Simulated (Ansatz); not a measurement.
`[GeH3][CH]1C[SiH2]1` + `[SiH3]S` → `S[SiH2][GeH3]` + `C1C[SiH2]1`  (formal exchange of groups at a Ge–C bond)

Computed with Ansatz on PBE0-D4/def2-TZVP structures; ΔE is electronic, products minus reactants. CCSD(T)/CBS is the MP2 limit (def2-TZVPP, def2-QZVPP) plus CCSD(T) − MP2 in def2-TZVPP, frozen cores. Functionals use def2-TZVPP. B3LYP here is the variant with VWN-RPA as its local correlation; programs differ in this. HSE06 is defined as in plane-wave codes. For Ge outer-core shells are correlated without core-valence functions, which leaves a few kJ/mol of doubt a bond. Scalar relativity is left out up to krypton. Each species was taken in one conformer, which may not be the lowest.

```csv
level,ΔE (kJ/mol),difference from CCSD(T)/CBS
BLYP-D4,-27.4,-9.8
B3LYP-D4,-25.8,-8.2
r2SCANh-D4,-27.4,-9.8
HSE06-D4,-30.1,-12.5
BHLYP-D4,-22.0,-4.4
ωB97X-V,-21.6,-4.0
ωB97M-V,-21.0,-3.4
B2PLYP,-21.3,-3.7
BLYP,-31.1,-13.5
CAM-B3LYP,-24.1,-6.5
LC-ωPBE,-25.4,-7.8
RPA@PBE/def2-TZVPP,-12.3,5.3
MP2/def2-SVP,-10.3,7.3
CCSD(T)/def2-SVP,-15.3,2.3
HF/def2-QZVPP,-16.0,1.6
SCS-MP2/def2-QZVPP,-10.4,7.2
CCSD(T)/CBS,-17.6,0
```

Largest T1 diagnostic among the species: 0.012.

Leaving LDA and LC-ωPBE aside and taking each functional with its dispersion term where it has one, the values, not all of them listed here, spread over 12.2 kJ/mol, from PBE-D4 to ωB97M-V. From BLYP to BHLYP (50 % exact exchange), in def2-TZVPP and without D4, ΔE moves by +7.6 kJ/mol.

CCSD(T)/CBS has its own doubt, a few kJ/mol and more with outer-core shells, so smaller differences from it don't rank the levels.
